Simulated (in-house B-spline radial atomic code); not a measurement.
Results of a calculation; reference values are marked as such.
**Softness against transferability: the 3d channel of Ni**

Ni, [Ar] 3d8 4s2, non-relativistic LDA (VWN5), spherical and spin-unpolarised, from an all-electron radial atomic-structure program (B-spline basis) (atomic units). The all-electron 3d level is ε = -0.348700 hartree and its outer maximum at 0.63 bohr.

Troullier-Martins pseudo-orbitals are made for several radii. The cutoffs (hartree) are the plane-wave energies beyond which the orbital holds less than the named kinetic energy per electron. The phase error is the difference, pseudo minus all-electron, of arctan(R P'/P) at R = 2.94 bohr for all radii, half a hartree below and above the level.

| r_c (bohr) | V_l(0) (hartree) | cutoff for 10 mEh | for 1 mEh | for 0.1 mEh | phase error at ε − 0.5 (mrad) | at ε + 0.5 (mrad) |
| --- | --- | --- | --- | --- | --- | --- |
| 1.42 | -23.02 | 50.4 | 60.5 | 101 | +0.2 | +8.2 |
| 1.64 | -18.80 | 40.5 | 48.8 | 81.4 | +0.5 | +17.0 |
| 1.89 | -15.35 | 32.6 | 39.4 | 65 | +1.2 | +33.2 |
| 2.13 | -12.92 | 27.1 | 32.6 | 53.7 | +2.4 | +55.6 |
| 2.38 | -11.00 | 22.6 | 27.4 | 44.6 | +4.9 | +86.3 |
| 2.64 | -9.46 | 19.2 | 23.1 | 37.3 | +9.8 | +125.6 |

Task: Which radius needs the lowest cutoff for 0.1 mEh while both phase errors stay within 55.7 mrad?

Result: The radii within that limit are 1.42, 1.64, 1.89, 2.13 bohr; of these r_c = 2.13 needs the least, 53.7 hartree, that is 107 Ry or 1461 eV.

Task: What does the larger radius buy, and what does it cost?

Result: From r_c = 1.42 to 2.64 bohr the cutoff for 1 mEh goes from 60.5 to 23.1 hartree, a factor of 2.62, against 3.46 for a pure 1/r_c² scaling, end to end; step by step it is 60.5, 48.8, 39.4, 32.6, 27.4, 23.1, and for 0.1 mEh 101, 81.4, 65, 53.7, 44.6, 37.3; the number of plane waves goes as the cutoff to the power 3/2, here a factor of 4.2. The larger of the two phase errors is least at r_c = 1.42 bohr, 8.2 mrad; it is 8.2 at the smallest radius and 125.6 at the largest. These errors test the reference atom alone. Large radii also let the cores of neighbours overlap, which an atom doesn't show.
